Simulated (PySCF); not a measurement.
## Correlation energy of F(3+) (fluorine, charge +3)

[He] 2s2 2p2, high-spin 3P determinant. Calculation: PySCF 2.14, in aug-cc-pVQZ-DK; the spin-free X2C one-electron Hamiltonian (Gaussian nucleus). Frozen: 1s2; 4 electrons correlated.

| level | correlation energy (mhartree) |
| --- | --- |
| CCSD | -107.68 |
| (T) | -1.31 |
| CCSD(T) | -108.99 |

Diagnostics: T1 = 0.0038, D1 = 0.0078, largest double amplitude 0.121.

Cost of the coupled-cluster step: roughly 15 core-seconds, for 4 correlated electrons.

Iterations:

```
CC2 = 0
CCSD nocc = (np.int64(3), np.int64(1)), nmo = (79, 79)
frozen orbitals [[0], [0]]
max_cycle = 100
direct = 0
conv_tol = 1e-08
conv_tol_normt = 1e-06
diis_space = 8
diis_start_cycle = 0
Init t2, MP2 energy = -0.0864868616191518
Init E_corr(UCCSD) = -0.0864868616191707
cycle = 1  E_corr(UCCSD) = -0.100187472840946  dE = -0.0137006112  norm(t1,t2) = 0.0332467
cycle = 2  E_corr(UCCSD) = -0.104434217917471  dE = -0.00424674508  norm(t1,t2) = 0.0151031
cycle = 3  E_corr(UCCSD) = -0.107744637697237  dE = -0.00331041978  norm(t1,t2) = 0.00740592
cycle = 4  E_corr(UCCSD) = -0.107665801507979  dE = 7.88361893e-05  norm(t1,t2) = 0.000595498
cycle = 5  E_corr(UCCSD) = -0.107676840172208  dE = -1.10386642e-05  norm(t1,t2) = 5.9219e-05
cycle = 6  E_corr(UCCSD) = -0.10767449821135  dE = 2.34196086e-06  norm(t1,t2) = 8.50596e-06
cycle = 7  E_corr(UCCSD) = -0.107675262205367  dE = -7.63994018e-07  norm(t1,t2) = 1.68288e-06
cycle = 8  E_corr(UCCSD) = -0.107675102068817  dE = 1.6013655e-07  norm(t1,t2) = 3.58683e-07
cycle = 9  E_corr(UCCSD) = -0.107675102036669  dE = 3.21481869e-11  norm(t1,t2) = 2.83897e-08
UCCSD converged
E(UCCSD) = -95.519708214178  E_corr = -0.1076751020366689
UCCSD(T) correction = -0.00131215205132515
```
